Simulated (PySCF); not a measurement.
Spinor energies of Cd²⁺ (cadmium, charge +2)

Start: [Kr] 4d9 5p1; 4d3/2 filled at m_j = -3/2, -1/2, +1/2, +3/2; 4d5/2 filled at m_j = -3/2, -1/2, +1/2, +3/2, +5/2; 5p3/2 filled at m_j = +3/2. Calculated with PySCF 2.14 in x2c-SVPall-2c with one added diffuse shell each of s, p, d type (7s10p7d1f, 79 functions): generalised Hartree-Fock with the X2C-1e Hamiltonian and a Gaussian nucleus; one run each with spin-orbit coupling (SO) switched off, then screened by Boettger's factors. This is a chosen level, not necessarily the ground level.

| spinor shell | electrons | ε, spin-free (eV) | ε, screened SO (eV) | weight of nominal j (screened SO) | rms radius, screened SO (bohr) |
| --- | --- | --- | --- | --- | --- |
| 1s1/2 | 2 | -26867.3 | -26865.2 | 1.000 | 0.0349 |
| 2s1/2 | 2 | -4098.1 | -4097.6 | 1.000 | 0.142 |
| 2p1/2 | 2 | -3673.8 | -3807.4 | 1.000 | 0.124 |
| 2p3/2 | 4 | -3673.8 | -3612.3 | 1.000 | 0.128 |
| 3s1/2 | 2 | -823.10 | -822.97 | 1.000 | 0.381 |
| 3p1/2 | 2 | -680.23 | -704.89 | 1.000 | 0.376 |
| 3p3/2 | 4 | -680.23 | -668.84 | 1.000 | 0.387 |
| 3d3/2 | 4 | -456.98 | -461.40 | 0.999 | 0.362 |
| 3d5/2 | 6 | -456.98 | -453.94 | 0.999 | 0.365 |
| 4s1/2 | 2 | -154.54 | -154.56 | 1.000 | 0.939 |
| 4p1/2 | 2 | -109.99 | -115.04 | 0.989 | 1.01 |
| 4p3/2 | 4 | -109.99 | -107.68 | 0.994 | 1.03 |
| 4d3/2 | 4 | -44.615 | -45.382 | 0.910 | 1.29 |
| 4d5/2 | 5 | -44.615 | -44.135 | 0.928 | 1.31 |
| 5p3/2 | 1 | -19.503 | -19.351 | 1.000 | 3.22 |

```json
{"quantity": "E (hartree)", "spin-free": "-5588.81024", "screened SO": "-5589.90839"}
{"quantity": "M_J", "spin-free": "4", "screened SO": "4"}
{"quantity": "⟨J²⟩", "spin-free": "20.007", "screened SO": "20.008"}
{"quantity": "⟨L²⟩", "spin-free": "12.006", "screened SO": "12.020"}
{"quantity": "⟨S²⟩", "spin-free": "2.002", "screened SO": "2.016"}
```

Each row is a mean over spinors that exchange with the open shell spreads, by up to 6.240 eV (4p3/2).

Breit and QED terms are absent; they matter most for the inner s and p1/2 levels.

Densities and radii are taken from the X2C orbitals without a picture-change correction, which distorts them close to the nucleus.

Without spin-orbit coupling the j labels of p, d and f shells carry no meaning; the spin-free column gives the mean over the occupied spinors of each nl shell.
